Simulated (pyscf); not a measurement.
**`[CH2][CH]([CH3])[C]#[N]`, doublet**

Gas-phase minimum from PySCF at ωB97X-D3(BJ)/def2-SVP, one conformer. •H₂C–CH(CH₃)–C≡N lies 11.5 kcal/mol over its isomer H₃C–CH₂–CH•–C≡N (electronic energy, ωB97M-D3(BJ)/def2-TZVP). 

```
C
H 1 1.1049
C 1 1.4831 2 105.52
N 3 1.1566 2 149.87 1 179.38
C 1 1.5031 2 108.94 3 -117.77
H 5 1.0929 1 120.19 2 41.32
H 5 1.0938 6 118.97 1 -167.50
C 1 1.5361 2 109.14 3 118.61
H 8 1.0998 1 111.13 2 -58.36
H 8 1.1001 9 108.76 1 -120.76
H 8 1.1008 9 108.31 10 -117.71
```
Charge 0, spin multiplicity 2.

Properties at ωB97X-D3(BJ)/def2-SVP:

```yaml
harmonic_wavenumbers_unscaled: 95, 182, 224, 271, 356, 492, 557, 605, 809, 917, 966, 1062, 1154, 1189, 1312, 1334, 1409, 1445, 1477, 1483, 2421, 3077, 3077, 3175, 3178, 3184, 3301 cm⁻¹
zero_point_energy: 55.4 kcal/mol
rotational_symmetry_number: 1
Entropy of this conformer at 298 K and 1 atm, rigid rotor and harmonic oscillator, modes under 100 cm⁻¹ raised to 100: 327.7 J/(mol K)
dipole_moment: 3.68 D
Spin expectation value S2: 0.753
```

Single-point totals, which compare only within one level:

```
level                   total energy (hartree)
----------------------  ----------------------
ωB97X-D3(BJ)/def2-TZVP              -210.88005
PBE/def2-TZVP                       -210.50541
r²SCAN/def2-TZVP                    -210.65893
B3LYP-D3(BJ)/def2-TZVP              -210.80502
PBE0-D3(BJ)/def2-TZVP               -210.53294
M06-2X/def2-TZVP                    -210.68744
ωB97M-D3(BJ)/def2-TZVP              -210.84648
```

Soft torsions are taken as harmonic, which can shift the entropy by several J/(mol K).
